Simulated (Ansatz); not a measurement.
The same path of ClH$_{3}$Sn (5 atoms, charge 0, multiplicity 1) was run twice with different band settings. Lost on the way: Sn1–Cl2, Sn1–H3. Made: Cl2–H3.

These are results of RKS CAM-B3LYP-D4/def2-SVP (Ansatz 0.2.0), not measurements.

Relaxed end points:

```xyz
5
Properties=species:S:1:pos:R:3
Sn 0.328 0.000 0.073
Cl 0.723 0.000 2.396
H 1.858 0.000 -0.674
H -0.558 1.415 -0.263
H -0.558 -1.415 -0.263
```

```xyz
5
Properties=species:S:1:pos:R:3
Sn -0.201 0.000 -0.923
Cl 1.547 0.000 1.496
H 2.672 0.000 0.863
H -1.113 1.269 -0.084
H -1.113 -1.269 -0.084
```

Common settings: spring 5.0 eV/Å²; optimiser quadratic models (default); start path through a guess of the saddle point; force threshold 0.03 eV/Å; iteration limit 60; end points relaxed.

| run | movable images | climbing image |
| --- | --- | --- |
| 1 | 7 | yes |
| 2 | 6 | no |

Problem. What does each run give, and how far can it be trusted?

Solution. Run 1: converged after 8 iterations, highest image 2.141 eV above the first end. A vibrational analysis at the climbing image gives one clearly imaginary mode, 1096i cm⁻¹: a first-order saddle point.
Run 2: converged after 8 iterations, highest image 1.995 eV above the first end. No image climbed, so the highest image needn't sit at the top of the path.
The orbitals stay closed-shell, which can raise the energy where a bond breaks towards radicals; this wasn't checked here.
